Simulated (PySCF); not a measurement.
F3Ge, charge +2, doublet, geometry from GFN2-xTB of the parent state (a state made from the parent by changing its charge; the spin is typed, not shown lowest); SVWN5/STO-3G run with PySCF.

The PySCF input:
```python
from pyscf import gto, scf, dft

mol = gto.Mole()
mol.atom = '''
    F    -1.06955497   -1.29731150    0.03732072
    Ge    0.00000000    0.00000000   -0.00000000
    F     1.65849644   -0.27790088   -0.02276996
    F    -0.58894146    1.57521237   -0.01455076
'''
mol.basis = 'sto-3g'
mol.charge = 2
mol.spin = 1
mol.verbose = 3
mol.build()

mf = dft.ROKS(mol)
mf.xc = 'lda,vwn'
mf.kernel()
mf.analyze()
```

It wrote (shortened):

```
SCF not converged.
SCF energy = -2341.92683492348
**** MO energy ****
                Roothaan           | alpha              | beta
MO #1   energy= -392.644131893121  | -392.629059314858  | -392.629040997853  occ= 2
MO #2   energy= -48.1340635930252  | -48.1204682930013  | -48.117965630222   occ= 2
MO #3   energy= -44.0058996374391  | -43.9900458437554  | -43.9885083705805  occ= 2
MO #4   energy= -44.0046562285946  | -43.9909776947996  | -43.9884038713441  occ= 2
MO #5   energy= -44.0037343833004  | -43.9914950008922  | -43.9895422330646  occ= 2
MO #6   energy= -24.5824981552272  | -24.2725636213926  | -24.2712043477556  occ= 2
MO #7   energy= -24.5626551983424  | -24.2992592718812  | -24.2980260734696  occ= 2
MO #8   energy= -24.5441731141149  | -25.1253004475047  | -25.1099028811225  occ= 2
MO #9   energy= -6.1068271175005   | -6.09960815408052  | -6.0940874423229   occ= 2
MO #10  energy= -4.39472335290758  | -4.38371463372096  | -4.37777647239141  occ= 2
MO #11  energy= -4.39329970415241  | -4.38851081068225  | -4.38133260974473  occ= 2
MO #12  energy= -4.38908300374005  | -4.38376566777049  | -4.38013627713647  occ= 2
MO #13  energy= -1.67770400089424  | -1.52287284335397  | -1.51714577880448  occ= 2
MO #14  energy= -1.65872346604549  | -1.52604764525925  | -1.52000247811     occ= 2
MO #15  energy= -1.6450231423975   | -1.95632671071149  | -1.91404990760953  occ= 2
MO #16  energy= -1.02655350009711  | -1.00001073972039  | -0.991165988016252 occ= 2
MO #17  energy= -0.978442628857467 | -0.904061210443699 | -0.894084740956648 occ= 2
MO #18  energy= -0.974121940585904 | -1.04872065684974  | -1.0365422265707   occ= 2
MO #19  energy= -0.944403361980475 | -0.936760763745158 | -0.932336091329342 occ= 2
MO #20  energy= -0.939834947216878 | -0.920999464045829 | -0.916638619383649 occ= 2
MO #21  energy= -0.938740093388717 | -0.936577303241612 | -0.931427937557365 occ= 2
MO #22  energy= -0.930286668748164 | -0.907705975678956 | -0.893308568488365 occ= 2
MO #23  energy= -0.928419528335683 | -0.932897835697997 | -0.921160020272857 occ= 2
MO #24  energy= -0.909811931973634 | -0.881183255270146 | -0.872656502732877 occ= 2
MO #25  energy= -0.849994408175029 | -0.721219021662454 | -0.713112398552612 occ= 2
MO #26  energy= -0.844371795257102 | -0.68585159106632  | -0.68152354619821  occ= 2
MO #27  energy= -0.836283527085327 | -0.848735171479241 | -0.835808459716299 occ= 2
MO #28  energy= -0.827176341820741 | -0.900136084203245 | -0.885625125964086 occ= 2
MO #29  energy= -0.820024830483892 | -1.14566093989811  | -1.06895578422706  occ= 1
MO #30  energy= -0.651059050335903 | -0.656376220056258 | -0.647127077975505 occ= 0
MO #31  energy= -0.612700040817117 | -0.620985757311041 | -0.615917383064434 occ= 0
MO #32  energy= -0.407065959297764 | -0.38577075695706  | -0.377617423986825 occ= 0
MO #33  energy= -0.404679097591382 | -0.440221204853799 | -0.431518722132327 occ= 0
 ** Mulliken atomic charges  **
charge of    0F =      0.79224
charge of    1Ge =      1.22444
charge of    2F =     -0.04094
charge of    3F =      0.02426

WARN: System has nonzero charge 2; the dipole moment is origin-dependent.
Location of origin: [0. 0. 0.]

Dipole moment(X, Y, Z, Debye): -4.40423, -4.67845,  0.11514
```

The run did not converge; its last values are not results.
